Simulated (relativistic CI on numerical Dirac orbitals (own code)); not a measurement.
S⁶⁺: calculation against measurement

Calculated at this level of theory: Dirac-Coulomb-Breit CI, KLI orbitals optimised for each configuration, model QED, valence Slater integrals scaled by 0.9, P86 correlation estimate, and configurations built on the next ion tied to the tabulated ionisation energy (semi-empirical) (own radial code, finite nucleus).

Configurations in the expansion (outside the closed core 1s2): 2s2.2p6, 2s2.2p5.3s, 2s2.2p5.3p, 2s2.2p5.3d, 2s2.2p5.4s, 2s.2p6.3s, 2s2.2p5.4p, 2s2.2p5.4d, 2s.2p6.3p, 2s2.2p5.4f, 2s2.2p4.3s2, 2s.2p6.3d, 2s2.2p4.3s.3p, 2s2.2p4.3p2, 2s2.2p4.3s.3d, 2s.2p6.4s, 2s.2p6.4p, 2s2.2p4.3p.3d, 2s.2p6.4d, 2s.2p6.4f, 2s.2p5.3s2, 2s2.2p4.3d2, 2s.2p5.3s.3p. Levels of other configurations are missing.

| Configuration | Term (tabulated) | J | Measured (cm⁻¹) | Computed | Error | Purity (%) |
| --- | --- | --- | --- | --- | --- | --- |
| 2s2.2p6 | 1S | 0 | 0.0 | 0 | 0 | 100 |
| 2s2.2p5.3s | 3P° | 2 | 1371784.0 | 1374802 | 3018 | 100 |
| 2s2.2p5.3s | 3P° | 1 | 1376207.0 | 1379053 | 2846 | 79 |
| 2s2.2p5.3s | 3P° | 0 | 1381805.0 | 1384762 | 2957 | 100 |
| 2s2.2p5.3s | 1P° | 1 | 1388339.0 | 1390634 | 2295 | 79 |
| 2s2.2p5.3p | 3S | 1 | 1466883.0 | 1472257 | 5374 | 96 |
| 2s2.2p5.3p | 3D | 3 | 1483165.0 | 1486908 | 3743 | 100 |
| 2s2.2p5.3p | 3D | 2 | 1484428.0 | 1487991 | 3563 | 77 |
| 2s2.2p5.3p | 3D | 1 | 1488019.0 | 1491552 | 3533 | 69 |
| 2s2.2p5.3p | 3P | 2 | 1492496.0 | 1495297 | 2801 | 58 |
| 2s2.2p5.3p | 3P | 0 | 1498631.0 | 1501387 | 2756 | 99 |
| 2s2.2p5.3p | 3P | 1 | 1500286.0 | 1503174 | 2888 | 67 |
| 2s2.2p5.3p | 1S | 0 | 1552707.0 | 1560254 | 7547 | 97 |
| 2s2.2p5.3d | 3P° | 0 | 1623623.0 | 1627860 | 4237 | 100 |
| 2s2.2p5.3d | 3P° | 1 | 1624773.0 | 1629016 | 4243 | 98 |
| 2s2.2p5.3d | 3P° | 2 | 1627260.0 | 1631448 | 4188 | 92 |
| 2s2.2p5.3d | 3F° | 4 | 1630083.0 | 1634104 | 4021 | 100 |
| 2s2.2p5.3d | 3F° | 3 | 1631989.0 | 1636038 | 4049 | 78 |
| 2s2.2p5.3d | 3F° | 2 | 1635337.0 | 1639248 | 3911 | 71 |
| 2s2.2p5.3d | 3D° | 1 | 1644599.0 | 1648115 | 3516 | 94 |
| 2s2.2p5.3d | 3D° | 2 | 1646576.0 | 1650094 | 3518 | 58 |
| 2s2.2p5.3d | 1P° | 1 | 1662194.0 | 1668010 | 5816 | 94 |

Measured levels from NIST levels in Podobedova, Kelleher and Wiese, J. Phys. Chem. Ref. Data 38, 171 (2009); Martin, Zalubas and Musgrove, J. Phys. Chem. Ref. Data 19, 821 (1990); pairs were made by configuration, J and term (by order where the table uses no LS term), so strongly mixed levels may be paired wrongly.

Mean error by configuration (cm⁻¹): 2s2.2p5.3s 2779; 2s2.2p5.3p 4025; 2s2.2p5.3d 4167. Over the excited levels the mean absolute error is 3849 cm⁻¹ (21 of the 29 excited levels that our extract of the source holds in range could be paired, and the others can miss by more), and the median relative error of those above 1,000 cm⁻¹ is 0.24 %.
